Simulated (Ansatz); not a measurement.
CH$_{6}$BNO$_{2}$, SMILES `COB(N)O`. The species carries charge 0 and has multiplicity 1.

```xyz
11

C    -0.104   -1.410   -0.713
O    -0.894   -0.340   -0.264
B    -0.323    0.754    0.341
N     1.064    0.889    0.555
O    -1.155    1.764    0.755
H     0.446   -1.879    0.112
H    -0.764   -2.158   -1.153
H     0.612   -1.090   -1.478
H     1.746    0.206    0.288
H     1.443    1.704    1.001
H    -2.071    1.559    0.556
```

Question: List the harmonic frequencies (cm⁻¹, unscaled) at PBE0-D4/def2-TZVP in Ansatz. (Best estimate.)

Answer: Ansatz gave: 134, 141, 238, 301, 389, 436, 481, 541, 661, 820, 903, 1001, 1156, 1181, 1217, 1405, 1440, 1498, 1498, 1509, 1633, 3013, 3072, 3128, 3660, 3762, 3907.

Question: Is this a minimum?

Answer: Yes, all 27 modes are real.

Question: Give the ideal-gas thermochemistry at 298.15 K and 1 bar (rigid rotor, harmonic oscillator; point group Cs, symmetry number 1).

Answer: Zero-point energy 234.0 kJ/mol; H(298) − E = 253.5 kJ/mol; entropy 324.1 J/(mol·K), of which translation 162.7, rotation 107.0, vibration 54.4; G(298) − E = 156.9 kJ/mol.
